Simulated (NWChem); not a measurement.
System: aminoborane (BNH4); SMILES BN

NWChem input:

```
start job
memory heap 200 mb stack 900 mb global 1100 mb
geometry units angstroms noautoz
  B      0.000000     0.000000     0.775963
  N      0.000000     0.000000    -0.616822
  H      0.000000    -1.047360     1.355678
  H      0.000000     1.047360     1.355678
  H      0.000000     0.844686    -1.172770
  H      0.000000    -0.844686    -1.172770
end
basis spherical
  * library def2-svp
end
dft
  xc xpbe96 cpbe96
  iterations 150
  vectors input atomic output neutral.movecs
end
task dft energy
charge 1
dft
  odft
  mult 2
  vectors input atomic output cation.movecs
end
task dft energy
```

Output (shortened):

```
             Northwest Computational Chemistry Package (NWChem) 7.3.0
             --------------------------------------------------------

 C2V symmetry detected

                             Geometry "geometry" -> ""
                             -------------------------

 Output coordinates in angstroms (scale by  1.889725989 to convert to a.u.)

  No.       Tag          Charge          X              Y              Z
 ---- ---------------- ---------- -------------- -------------- --------------
    1 B                    5.0000     0.00000000     0.00000000     0.78047069
    2 N                    7.0000     0.00000000     0.00000000    -0.61231431
    3 H                    1.0000     0.00000000    -1.04736000     1.36018569
    4 H                    1.0000     0.00000000     1.04736000     1.36018569
    5 H                    1.0000     0.00000000     0.84468600    -1.16826231
    6 H                    1.0000     0.00000000    -0.84468600    -1.16826231

 Effective nuclear repulsion energy (a.u.)      32.1717341323

      Symmetry information
      --------------------

 Group name             C2v
 Group number             16
 Group order               4
 No. of unique centers     4

  pbe96 is a nonlocal functional; adding pw91lda local functional.

                                 NWChem DFT Module
                                 -----------------

 Summary of "ao basis" -> "ao basis" (spherical)
 ------------------------------------------------------------------------------
       Tag                 Description            Shells   Functions and Types
 ---------------- ------------------------------  ------  ---------------------
 B                          def2-svp                 6       14   3s2p1d
 N                          def2-svp                 6       14   3s2p1d
 H                          def2-svp                 3        5   2s1p

      Symmetry analysis of basis
      --------------------------

        a1         22
        a2          4
        b1          8
        b2         14

            General Information
            -------------------
          SCF calculation type: DFT
          Wavefunction type:  closed shell.
          No. of atoms     :     6
          No. of electrons :    16
           Alpha electrons :     8
            Beta electrons :     8
          Charge           :     0
          Spin multiplicity:     1
          Use of symmetry is: on ; symmetry adaption is: on
          Maximum number of iterations: 150
          AO basis - number of functions:    48
                     number of shells:    24
          Convergence on energy requested:  1.00D-06
          Convergence on density requested:  1.00D-05
          Convergence on gradient requested:  5.00D-04

              XC Information
              --------------
          PerdewBurkeErnzerhof Exchange Functional  1.000
            Perdew 1991 LDA Correlation Functional  1.000 local
           PerdewBurkeErnz. Correlation Functional  1.000 non-local

             Grid Information
             ----------------
          Grid used for XC integration:  medium
          Radial quadrature: Mura-Knowles
          Angular quadrature: Lebedev.
          Tag              B.-S. Rad. Rad. Pts. Rad. Cut. Ang. Pts.
          ---              ---------- --------- --------- ---------
          B                   0.85       49           8.0       434
          N                   0.65       49           7.0       434
          H                   0.35       45          10.0       434
          Grid pruning is: on
          Number of quadrature shells:   188
          Spatial weights used:  Erf1

      Superposition of Atomic Density Guess
      -------------------------------------

 Sum of atomic energies:         -80.74529229

      Non-variational initial energy
      ------------------------------

 Total energy =     -81.712539
 1-e energy   =    -170.915793
 2-e energy   =      57.031520
 HOMO         =      -0.390226
 LUMO         =       0.021389

      Symmetry analysis of molecular orbitals - initial
      -------------------------------------------------

  Numbering of irreducible representations:

     1 a1          2 a2          3 b1          4 b2

  Orbital symmetries:

     1 a1          2 a1          3 a1          4 a1          5 b2
     6 a1          7 b1          8 b2          9 b1         10 a1
    11 b2         12 a1         13 a1         14 b2         15 a1
    16 b2         17 b1         18 a1

   convergence    iter        energy       DeltaE   RMS-Dens  Diis-err
 ---------------- ----- ----------------- --------- --------- ---------
 d= 0,ls=0.0,diis     1    -81.8246738164 -1.14D+02  1.32D-02  2.31D-01
 d= 0,ls=0.0,diis     2    -81.8072335034  1.74D-02  8.51D-03  3.94D-01
 d= 0,ls=0.0,diis     3    -81.8468748668 -3.96D-02  2.70D-03  5.46D-02
 d= 0,ls=0.0,diis     4    -81.8535818531 -6.71D-03  3.23D-04  3.86D-04
 d= 0,ls=0.0,diis     5    -81.8536284364 -4.66D-05  1.08D-04  2.40D-05
  Resetting Diis
 d= 0,ls=0.0,diis     6    -81.8536322462 -3.81D-06  2.36D-05  1.67D-06
 d= 0,ls=0.0,diis     7    -81.8536325397 -2.94D-07  2.17D-06  5.02D-09

         Total DFT energy =      -81.853632539749
      One electron energy =     -173.088700659702
           Coulomb energy =       71.387718721291
    Exchange-Corr. energy =      -12.324384733646
 Nuclear repulsion energy =       32.171734132309

 Numeric. integr. density =       16.000000670864

                  Occupations of the irreducible representations
                  ----------------------------------------------

                     irrep           alpha         beta
                     --------     --------     --------
                     a1                5.0          5.0
                     a2                0.0          0.0
                     b1                1.0          1.0
                     b2                2.0          2.0

                       DFT Final Molecular Orbital Analysis
                       ------------------------------------

 Vector    6  Occ=2.000000D+00  E=-3.376089D-01  Symmetry=a1
              MO Center=  1.8D-31, -1.2D-15,  9.4D-01, r^2= 1.7D+00
   Bfn.  Coefficient  Atom+Function         Bfn.  Coefficient  Atom+Function
  ----- ------------  ---------------      ----- ------------  ---------------
     6      0.372492  1 B  pz                20     -0.280235  2 N  pz
    29     -0.248423  3 H  s                 34     -0.248423  4 H  s
     2     -0.183142  1 B  s                 16      0.124282  2 N  s
     1     -0.101777  1 B  s                  9     -0.101884  1 B  pz
    30     -0.100996  3 H  s                 35     -0.100996  4 H  s

 Vector    7  Occ=2.000000D+00  E=-2.693397D-01  Symmetry=b2
              MO Center= -1.3D-16,  5.0D-16,  1.0D+00, r^2= 1.9D+00
   Bfn.  Coefficient  Atom+Function         Bfn.  Coefficient  Atom+Function
  ----- ------------  ---------------      ----- ------------  ---------------
     5      0.397103  1 B  py                29      0.317417  3 H  s
    34     -0.317417  4 H  s                 30      0.171590  3 H  s
    35     -0.171590  4 H  s                 39      0.126585  5 H  s
    44     -0.126585  6 H  s                  8     -0.124537  1 B  py
    19     -0.112979  2 N  py                40      0.077439  5 H  s

 Vector    8  Occ=2.000000D+00  E=-2.617078D-01  Symmetry=b1
              MO Center= -2.0D-16, -1.5D-16, -3.8D-01, r^2= 1.1D+00
   Bfn.  Coefficient  Atom+Function         Bfn.  Coefficient  Atom+Function
  ----- ------------  ---------------      ----- ------------  ---------------
    18      0.541726  2 N  px                21     -0.407261  2 N  px
     4      0.234653  1 B  px                 7     -0.131708  1 B  px
    13     -0.027135  1 B  d  1

 Vector    9  Occ=0.000000D+00  E=-1.746487D-02  Symmetry=b1
              MO Center=  4.1D-16,  2.8D-16,  6.4D-01, r^2= 2.3D+00
   Bfn.  Coefficient  Atom+Function         Bfn.  Coefficient  Atom+Function
  ----- ------------  ---------------      ----- ------------  ---------------
     7      0.637706  1 B  px                 4     -0.526935  1 B  px
    21     -0.402348  2 N  px                18      0.320562  2 N  px

 Vector   10  Occ=0.000000D+00  E= 3.312481D-02  Symmetry=a1
              MO Center=  3.0D-16,  4.3D-15, -1.2D+00, r^2= 3.6D+00
   Bfn.  Coefficient  Atom+Function         Bfn.  Coefficient  Atom+Function
  ----- ------------  ---------------      ----- ------------  ---------------
    17      1.481639  2 N  s                 40     -0.914519  5 H  s
    45     -0.914519  6 H  s                  9      0.336651  1 B  pz
    23     -0.276890  2 N  pz                16      0.239548  2 N  s
    20      0.175894  2 N  pz                 6     -0.133211  1 B  pz
    15      0.133755  2 N  s                 39     -0.122592  5 H  s

 Vector   11  Occ=0.000000D+00  E= 8.385009D-02  Symmetry=b2
              MO Center= -2.6D-30, -8.2D-15, -1.0D+00, r^2= 3.9D+00
   Bfn.  Coefficient  Atom+Function         Bfn.  Coefficient  Atom+Function
  ----- ------------  ---------------      ----- ------------  ---------------
    40      1.277565  5 H  s                 45     -1.277565  6 H  s
    22     -0.691331  2 N  py                30     -0.560929  3 H  s
    35      0.560929  4 H  s                  8     -0.465143  1 B  py
    19      0.355085  2 N  py                 5      0.205093  1 B  py
    39      0.154825  5 H  s                 44     -0.154825  6 H  s

     Multipole analysis of the density
     ---------------------------------

     L   x y z        total         alpha         beta         nuclear
     -   - - -        -----         -----         ----         -------
     0   0 0 0     -0.000000     -8.000000     -8.000000     16.000000

     1   1 0 0     -0.000000     -0.000000     -0.000000      0.000000
     1   0 1 0     -0.000000     -0.000000     -0.000000      0.000000
     1   0 0 1     -0.908750     -0.454375     -0.454375      0.000000

     2   2 0 0    -10.853135     -5.426567     -5.426567      0.000000
     2   1 1 0     -0.000000     -0.000000     -0.000000      0.000000
     2   1 0 1     -0.000000     -0.000000     -0.000000      0.000000
     2   0 2 0     -9.708758    -11.319639    -11.319639     12.930520
     2   0 1 1      0.000000      0.000000      0.000000      0.000000
     2   0 0 2     -9.720993    -26.465539    -26.465539     43.210086

                                 NWChem DFT Module
                                 -----------------

      Symmetry analysis of basis
      --------------------------

        a1         22
        a2          4
        b1          8
        b2         14

            General Information
            -------------------
          SCF calculation type: DFT
          Wavefunction type:  spin polarized.
          No. of atoms     :     6
          No. of electrons :    15
           Alpha electrons :     8
            Beta electrons :     7
          Charge           :     1
          Spin multiplicity:     2
          Use of symmetry is: on ; symmetry adaption is: on
          Maximum number of iterations: 150
          AO basis - number of functions:    48
                     number of shells:    24
          Convergence on energy requested:  1.00D-06
          Convergence on density requested:  1.00D-05
          Convergence on gradient requested:  5.00D-04

              XC Information
              --------------
          PerdewBurkeErnzerhof Exchange Functional  1.000
            Perdew 1991 LDA Correlation Functional  1.000 local
           PerdewBurkeErnz. Correlation Functional  1.000 non-local

             Grid Information
             ----------------
          Grid used for XC integration:  medium
          Radial quadrature: Mura-Knowles
          Angular quadrature: Lebedev.
          Tag              B.-S. Rad. Rad. Pts. Rad. Cut. Ang. Pts.
          ---              ---------- --------- --------- ---------
          B                   0.85       49           8.0       434
          N                   0.65       49           7.0       434
          H                   0.35       45          10.0       434
          Grid pruning is: on
          Number of quadrature shells:   188
          Spatial weights used:  Erf1

      Superposition of Atomic Density Guess
      -------------------------------------

 Sum of atomic energies:         -80.74529229

 Renormalizing density from      16.00 to     15

      Non-variational initial energy
      ------------------------------

 Total energy =     -77.936463
 1-e energy   =    -160.233556
 2-e energy   =      50.125359
 HOMO         =      -0.714829
 LUMO         =      -0.336601

   Symmetry analysis of molecular orbitals - initial alpha
   -------------------------------------------------------

  Numbering of irreducible representations:

     1 a1          2 a2          3 b1          4 b2

  Orbital symmetries:

     1 a1          2 a1          3 a1          4 a1          5 b2
     6 a1          7 b1          8 b2          9 b1         10 a1
    11 b2         12 a1         13 a1         14 b2         15 a1
    16 b2         17 b1         18 a1

   Symmetry analysis of molecular orbitals - initial beta
   ------------------------------------------------------

  Numbering of irreducible representations:

     1 a1          2 a2          3 b1          4 b2

  Orbital symmetries:

     1 a1          2 a1          3 a1          4 a1          5 b2
     6 a1          7 b1          8 b2          9 b1         10 a1
    11 b2         12 a1         13 a1         14 b2         15 a1
    16 b2         17 b1         18 a1

   convergence    iter        energy       DeltaE   RMS-Dens  Diis-err
 ---------------- ----- ----------------- --------- --------- ---------
 d= 0,ls=0.0,diis     1    -81.1913939155 -1.13D+02  2.22D-02  5.55D-01
                                                     2.25D-02  5.21D-01
 d= 0,ls=0.0,diis     2    -80.2094897104  9.82D-01  1.86D-02  2.12D+00
                                                     2.00D-02  1.69D+00
 d= 0,ls=0.0,diis     3    -81.3843841418 -1.17D+00  4.66D-03  7.59D-02
                                                     1.62D-02  7.27D-02
 d= 0,ls=0.0,diis     4    -81.3400792789  4.43D-02  3.49D-03  1.89D-01
                                                     1.73D-03  8.92D-02
 d= 0,ls=0.5,diis     5    -81.4011132070 -6.10D-02  1.35D-03  7.23D-02
                                                     6.48D-04  3.55D-02
  Resetting Diis
 d= 0,ls=0.5,diis     6    -81.4190700894 -1.80D-02  1.31D-03  3.13D-02
                                                     6.91D-04  1.51D-02
 d= 0,ls=0.5,diis     7    -81.4295138364 -1.04D-02  1.64D-03  9.17D-03
                                                     1.14D-03  4.18D-03
 d= 0,ls=0.5,diis     8    -81.4335617745 -4.05D-03  6.12D-04  1.92D-03
                                                     4.95D-04  1.95D-03
 d= 0,ls=0.5,diis     9    -81.4344234984 -8.62D-04  2.16D-04  2.12D-04
                                                     1.77D-04  2.52D-04
 d= 0,ls=0.5,diis    10    -81.4345693013 -1.46D-04  1.01D-04  3.38D-05
                                                     8.08D-05  3.86D-05
 d= 0,ls=0.5,diis    11    -81.4346010882 -3.18D-05  5.16D-05  6.63D-06
                                                     3.66D-05  3.33D-06
 d= 0,ls=0.5,diis    12    -81.4346082176 -7.13D-06  2.80D-05  2.10D-06
                                                     1.48D-05  2.42D-07
 d= 0,ls=0.5,diis    13    -81.4346102365 -2.02D-06  1.54D-05  7.24D-07
                                                     6.89D-06  3.90D-08
 d= 0,ls=0.5,diis    14    -81.4346108629 -6.26D-07  8.52D-06  2.54D-07
                                                     3.30D-06  1.80D-08

[...]
```

Level: PBE/def2-SVP, vertical spin-unrestricted ions. All runs use the structure optimised with B3LYP/6-31G* (spherical d).
